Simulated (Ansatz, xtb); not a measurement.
## Two isomers of C6H11F

Structure X is `C[C@@H]1CCC[C@H]1F`, a singlet and structure Y is `CC1(F)CCCC1`, a singlet. Both are isolated molecules in the gas phase, relaxed with B3LYP/def2-SVP; the shapes shown needn't be the lowest conformers.

X (Å):

```xyz
18

C     2.1874   -0.0962   -0.3569
C     0.9011   -0.7440    0.1672
C    -0.0016   -1.3087   -0.9499
C    -0.7766   -0.0824   -1.4894
C    -0.8042    0.9361   -0.3146
C    -0.0323    0.2733    0.8343
F    -0.9352   -0.4255    1.6409
H     2.8265   -0.8460   -0.8490
H     1.9840    0.6963   -1.0958
H     2.7725    0.3553    0.4609
H     1.1653   -1.5191    0.9052
H     0.5644   -1.8411   -1.7305
H    -0.7059   -2.0281   -0.5044
H    -0.2652    0.3518   -2.3631
H    -1.7872   -0.3571   -1.8266
H    -1.8214    1.1735    0.0308
H    -0.3291    1.8893   -0.5942
H     0.4914    0.9910    1.4885
```

Y (Å):

| atom | x (Å) | y (Å) | z (Å) |
| --- | --- | --- | --- |
| C | -2.0635 | 1.3599 | -1.2831 |
| C | -1.2104 | 1.6204 | -0.0548 |
| C | -0.9304 | 0.4132 | 0.8450 |
| C | 0.1533 | 0.9293 | 1.8033 |
| C | 1.0402 | 1.8573 | 0.9304 |
| C | 0.1862 | 2.2050 | -0.3195 |
| F | -1.9074 | 2.5587 | 0.7372 |
| H | -1.5937 | 0.6122 | -1.9406 |
| H | -3.0562 | 0.9885 | -0.9854 |
| H | -2.2036 | 2.2894 | -1.8566 |
| H | -0.5483 | -0.4160 | 0.2245 |
| H | -1.8452 | 0.0645 | 1.3490 |
| H | -0.3273 | 1.5120 | 2.6034 |
| H | 0.7230 | 0.1190 | 2.2831 |
| H | 1.9713 | 1.3497 | 0.6326 |
| H | 1.3403 | 2.7588 | 1.4852 |
| H | 0.6074 | 1.7455 | -1.2281 |
| H | 0.1043 | 3.2859 | -0.5080 |

Quicker runs give these differences E(Y) − E(X): GFN2-xTB −0.3 kcal/mol; HF/STO-3G −2.2 kcal/mol (at GFN2-xTB geometries); r2SCAN-D4/def2-SVP −5.3 kcal/mol (at GFN2-xTB geometries).

Estimate E(Y) − E(X) at the level CCSD(T)/def2-SVP + ΔMP2/def2-TZVPP.

Calculated at CCSD(T)/def2-SVP + ΔMP2/def2-TZVPP: E(Y) − E(X) = −3.4 kcal/mol, so structure Y lies lower.

Level by level:

```tsv
level	geometry	E(Y) − E(X) (kcal/mol)	departure from the last row (kcal/mol)	job, with rough time for the two
GFN2-xTB	GFN2-xTB	−0.3	+3.1	optimisation, 0.33 s
HF/STO-3G	GFN2-xTB	−2.2	+1.3	single point, 0.72 s
r2SCAN-D4/def2-SVP	GFN2-xTB	−5.3	−1.8	single point, 9.6 s
B3LYP/def2-SVP	B3LYP/def2-SVP	−3.9	−0.5	optimisation, 3.4 min
HF/def2-SVP	B3LYP/def2-SVP	−4.0	−0.6	part of the CCSD(T) run
MP2/def2-SVP	B3LYP/def2-SVP	−3.6	−0.2	part of the CCSD(T) run
CCSD(T)/def2-SVP	B3LYP/def2-SVP	−3.8	−0.3	single point
CCSD(T)/def2-SVP + ΔMP2/def2-TZVPP	B3LYP/def2-SVP	−3.4		single point, 4.1 min
```

As drawn, both hold the same kinds of bond in the same numbers.

GFN2-xTB finds them nearly level. The largest departure from CCSD(T)/def2-SVP + ΔMP2/def2-TZVPP is that of GFN2-xTB, 3.1 kcal/mol. The last row adds to CCSD(T) the change of the MP2 difference between the two basis sets, here +0.3 kcal/mol.

With thermal terms from frequencies at re-optimised GFN2-xTB minima (ideal gas, soft modes damped towards free rotors, one conformer each, 298.15 K, 1 atm): on the last row, ΔE + ΔZPE = −3.8, ΔH = −3.8, ΔG = −3.7 kcal/mol.

The correlated steps freeze 7 core orbitals. Mirror images aren't counted in ΔG. Run with Ansatz 0.2.0, xtb 6.7.1; the last row on 2 threads of Arm Neoverse V1 on a shared host.
